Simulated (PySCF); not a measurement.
These 2 structures share the formula CH10Si3. Method: PBE0-D3(BJ)/def2-SVP geometry optimisation, gas phase (PySCF 2.14.0). Energies are electronic, without zero-point or thermal terms, for one conformer each. No frequencies were run at this level. Point groups hold within 0.08 Å.

**Question.** Rank from lowest to highest electronic energy at this level (kcal/mol).
A. `[SiH3:1][CH2:2][SiH2:3][SiH3:4]` with Si1–C2–Si3–Si4 -54°
B. `[SiH3]C([SiH3])[SiH3]`

**Answer.** A (0.0), B (0.0).

As drawn, the lower has an Si–Si bond, which the higher lacks. Neighbours under 2.5 kcal/mol apart ([SiH3]C[SiH2][SiH3] and [SiH3]C([SiH3])[SiH3]) can change places with a better method, another conformer or zero-point energy.

| SMILES | E (Eh) | E rel (kcal/mol) | dipole (D) | point group | A, B, C (MHz) |
| --- | --- | --- | --- | --- | --- |
| [SiH3]C[SiH2][SiH3] | -911.87364 | 0.0 | 0.97 | C1 | 4549, 1660, 1322 |
| [SiH3]C([SiH3])[SiH3] | -911.87358 | 0.0 | 0.70 | near C3v | 2814, 2803, 1524 |

**Question.** How do the relative energies change in single points at PBE0/def2-SVPD (no added dispersion term) on the same geometries?

**Answer.** 
```csv
SMILES,PBE0-D3(BJ)/def2-SVP (kcal/mol),PBE0/def2-SVPD (kcal/mol),shift
[SiH3]C[SiH2][SiH3],0.0,0.0,0.0
[SiH3]C([SiH3])[SiH3],0.0,1.0,+1.0
```

Each column counts from its own lowest isomer. The order is unchanged; the largest shift is 1.0 kcal/mol.

**Question.** As an exercise, what shares would exp(−E/RT) give at 2000 K from these electronic energies alone (no entropy, no degeneracies)?

**Answer.** RT = 3.974 kcal/mol: [SiH3]C[SiH2][SiH3] 50.2 %, [SiH3]C([SiH3])[SiH3] 49.8 %.
